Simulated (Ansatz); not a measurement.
Gas-phase electronic energies from Ansatz, PBE0-D4/def2-TZVP geometries. CCSD(T)/CBS adds triple-zeta CCSD(T) − MP2 to the extrapolated MP2 energy (def2 sets, frozen cores). This one scheme is used for every species. Functionals use def2-TZVPP. For Br outer-core shells are correlated without core-valence functions, which leaves a few kJ/mol of doubt a bond. Scalar relativity is left out up to krypton. One conformer a species, not always the lowest.

`N[SiH](O)[Si](N)(F)F` + HBr → `N[SiH](O)Br` + `N[SiH](F)F`  (cleavage of the Si–Si bond)

```csv
level,ΔE (eV)
r2SCAN-D4,-1.30
PBE,-1.16
CCSD(T)/def2-TZVPP,-1.31
HF/def2-QZVPP,-1.56
MP2/def2-QZVPP,-1.46
SCS-MP2/def2-QZVPP,-1.44
HF/CBS(def2),-1.56
MP2/CBS(def2),-1.48
```

(1) What does CCSD(T)/CBS give? (Best estimate.)

Largest T1 diagnostic among the species: 0.012.

Results:

(1) Ansatz gave: -1.35 eV. The listed levels differ from it by 0.05, 0.19, 0.04, -0.21, -0.11, -0.09, -0.21, -0.13 eV.

From PBE to PBE0 (25 % exact exchange), in def2-TZVPP and without D4, ΔE moves by −0.11 eV. In def2-TZVPP, CCSD(T) changes the Hartree–Fock value by +0.24 eV (the triples alone add +0.03 eV) and MP2 by +0.12 eV.
